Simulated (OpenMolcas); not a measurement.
Ag2+ with 6 ligands (fluoride) in octahedral coordination (Oh) at 2.25 Å. A charge of +0.667 e stands 2.6 Å behind each ligand. Ligand basis ANO-RCC-VDZP.
```
Ag    0.0000    0.0000    0.0000
F     2.2500    0.0000    0.0000
F     0.0000    2.2500    0.0000
F    -2.2500    0.0000    0.0000
F     0.0000   -2.2500    0.0000
F     0.0000    0.0000    2.2500
F     0.0000    0.0000   -2.2500
```

```
Program             : OpenMolcas 26.06
Method              : SS-CASPT2, IPEA 0.25 Eh, imaginary shift 0.1 Eh (closed shells correlated: 4s 4p and the ligand valence shells)
Basis               : ANO-RCC-VDZP [6s5p3d1f]
Scalar Hamiltonian  : DKH2, point nucleus
Active space        : 9 electrons in 5 orbitals (4d)
State averaging     : 2S+1 = 2 even, 5 roots
Spin-orbit coupling : RASSI with atomic mean-field integrals over the reference wave functions
```

(1) What is the spin-free ground state (labels of O, the rotations of Oh)?

(2) Where is the first state of the same spin?

(3) What are the lowest two levels with spin-orbit coupling?

(4) What is χT at 300 K, and how does it compare with the textbook value?

(5) Which ligand-field parameters describe the states?

Answers

(1) 2E, 2-fold in its orbital part, 100 % from free-ion D terms; it has the highest spin that d9 allows.

(2) 2T2 at 9310 cm-1 above the ground state.

(3) A 4-fold level Γ8, then a 2-fold level Γ7 7980 cm-1 above it. Their leading multiplicities are 2 (100 %) and 2 (100 %).

(4) The lowest level has 2S+1 = 2, for which the spin-only value is χT = S(S+1) / 2 = 0.375 cm3 K/mol (g = 2). The computed 0.649 at 300 K differs by +0.274, through orbital momentum, spin-orbit coupling and any other state in reach.

(5) The gap between the two states is 10Dq = 9305 cm-1. 

Roots that are degenerate in the reference are averaged as groups; the widest CASPT2 spread within a group is 97 cm-1 (the 3-fold group of multiplicity 2 near 9310 cm-1 above the lowest state of its run). Shifts and gaps below about the spread of the groups concerned are not significant. Over all roots computed the reference weight is 0.70 to 0.71; a low but even weight reflects the number of correlated electrons. An orbital doublet at a regular site is open to a Jahn-Teller distortion, which this geometry leaves out. Ligand-to-metal charge-transfer states are missing. With one d shell and no ligand orbital active, 10Dq can be off by a tenth or more. Free-ion shares, where given, are those of the reference states; single-state CASPT2 does not remix them. No measured value stands beside these numbers; the geometry is a model, was not optimised and need not be the one that this ion takes.
